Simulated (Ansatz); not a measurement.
```yaml
crystal:
  periodic: [false, false, false]
  atoms:
    - {symbol: B, position_ang: [-1.760601, -0.727937, 1.277364]}
    - {symbol: C, position_ang: [-0.354971, -0.455965, 0.302215]}
    - {symbol: C, position_ang: [0.987284, -0.872671, 0.860617]}
    - {symbol: O, position_ang: [-0.536362, 0.095615, -1.088997]}
    - {symbol: In, position_ang: [0.807113, 1.603272, -2.083647]}
    - {symbol: H, position_ang: [-1.602041, -1.163204, 2.534314]}
    - {symbol: H, position_ang: [-2.988918, -0.519709, 0.786541]}
    - {symbol: H, position_ang: [1.065939, -1.305023, 1.989030]}
    - {symbol: H, position_ang: [2.017304, -0.809768, 0.210853]}
    - {symbol: H, position_ang: [0.353518, 1.718693, -3.929881]}
    - {symbol: H, position_ang: [2.011736, 2.436697, -0.858410]}
basis:
  gaussian: {orbitals: def2-TZVPD}
magnetization: {spin_polarized: true, initial_magnetization: 6}
hamiltonian: {xc: {name: HF}}
correlation: {method: mp2, electrons: outside_noble_gas}
output: {forces: true}
```

```sh
$ ansatz run in.yaml --threads 4 --pin off --events-out ev --progress --plain --max-ram 10444MiB
```

Output, abridged:

```
Functional definition: HF
1924 factors; integrals over basis functions are off by at most 8.1e-4 eV
mean field evaluation 1: about -9993.2595 eV, gradient 2.3e1 eV
mean field evaluation 2: about -9993.2620 eV, gradient 2.3e1 eV
mean field evaluation 4: about -9999.7472 eV, gradient 7.4e0 eV
mean field evaluation 8: about -10002.4972 eV, gradient 1.6e0 eV
mean field evaluation 16: about -10002.6325 eV, gradient 7.8e-1 eV
mean field evaluation 32: about -10002.6574 eV, gradient 2.1e-2 eV
mean field evaluation 64: about -10002.6554 eV, gradient 5.1e-2 eV
mean field evaluation 96: about -10002.6586 eV, gradient 1.1e-1 eV
mean field -10002.65887344 eV, -367.5909335533 hartree, gradient 2.0e-6 eV, S^2 12.093680; 6 other end points of the search recorded, 0 dependent functions left out
13 core orbitals not correlated, not the lowest: weight in the atoms' cores, before any rotation towards them, 0.958 or more for the frozen orbitals, at most 0.037 for the correlated occupied ones
reference -10002.65887344 eV, -367.5909335533 hartree; 16, 10 occupied and 232, 238 virtual orbitals, 1924 factors
second order -16.63204792 eV of doubles, -0.00000000 eV of singles
Total energy: -10019.29092136 eV, -368.2021500408 hartree
Atom 0 at    -1.760601    -0.727937     1.277364 Å, force     0.301488     0.476506    -1.078592 eV/Å
Atom 1 at    -0.354971    -0.455965     0.302215 Å, force    -4.370524     0.564694    -1.062508 eV/Å
Atom 2 at     0.987284    -0.872671     0.860617 Å, force     3.821385    -0.686669     0.216581 eV/Å
Atom 3 at    -0.536362     0.095615    -1.088997 Å, force    -0.256843    -3.884305     6.180024 eV/Å
Atom 4 at     0.807113     1.603272    -2.083647 Å, force    -1.106847    -0.020321    -2.790960 eV/Å
Atom 5 at    -1.602041    -1.163204     2.534314 Å, force     0.021438     0.848670    -2.571444 eV/Å
Atom 6 at    -2.988918    -0.519709     0.786541 Å, force     2.562892    -0.328733     0.861054 eV/Å
Atom 7 at     1.065939    -1.305023     1.989030 Å, force    -0.533854     1.283385    -3.200038 eV/Å
Atom 8 at     2.017304    -0.809768     0.210853 Å, force    -3.027844    -0.138118     1.767567 eV/Å
Atom 9 at     0.353518     1.718693    -3.929881 Å, force     0.315732     0.206045    -0.070794 eV/Å
Atom 10 at     2.011736     2.436697    -0.858410 Å, force     2.272977     1.678846     1.749111 eV/Å
Dipole moment:     0.288338    -0.269289     0.626624 e Å
```

What is wrong with this run?

The spin is set far too high for this molecule. The calculation finished and met its thresholds. The result belongs to that input, not to the molecule as meant.
